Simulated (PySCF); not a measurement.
## Tl(III) with more and more OH

Computed with PySCF 2.14.0, PBE0, def2-SVP on the ligands, density fitting, scalar-relativistic core potentials, no spin-orbit coupling, vacuum. The metal has def2-SVP with ECP60. Each complex is relaxed within the symmetry of its template. Distances are means of the shortest metal–ligand contacts, charges and spins Mulliken's; removal energies are rigid, with the ligand's formal charge and no counterpoise, so too large; for an anion taken off a cation in vacuum most of it is the attraction of opposite charges, and multiply charged cations can part far more cheaply with an electron moved from ligand to metal.

```json
{"complex": "[Tl(OH)2]+", "point group": "C2", "M–OH (Å)": "1.975", "charge on M (e)": "1.14", "dipole (D)": "–", "HOMO–LUMO gap (eV)": "5.83", "removal of one OH (eV)": "20.35", "strongest infrared band, degenerate modes summed (cm⁻¹)": "3760", "unstable modes (below −25 cm⁻¹)": "0"}
{"complex": "[Tl(OH)4]−", "point group": "S4", "M–OH (Å)": "2.152", "charge on M (e)": "0.57", "dipole (D)": "–", "HOMO–LUMO gap (eV)": "5.66", "removal of one OH (eV)": "5.47", "strongest infrared band, degenerate modes summed (cm⁻¹)": "843", "unstable modes (below −25 cm⁻¹)": "0"}
```

Task: What does the calculation give for Tl(OH)3?

Result: point group: C3h, M–OH (Å): 2.075, charge on M (e): 0.78, dipole (D): 0.04, HOMO–LUMO gap (eV): 5.67, removal of one OH (eV): 11.69, strongest infrared band, degenerate modes summed (cm⁻¹): 257, unstable modes (below −25 cm⁻¹): 0.
```xyz
7

Tl    0.0000    0.0000    0.2530
O     2.0467    0.3388    0.2517
H     2.4759   -0.5278    0.2593
O    -1.3168    1.6031    0.2517
H    -0.7809    2.4081    0.2593
O    -0.7299   -1.9420    0.2517
H    -1.6950   -1.8803    0.2593
```

The more ligands, the longer each bond and the weaker the last ligand is held.

Moved off a saddle point of the template and relaxed again: Tl(OH)3. One start shape was tried for each, so a minimum needn't be the lowest isomer.
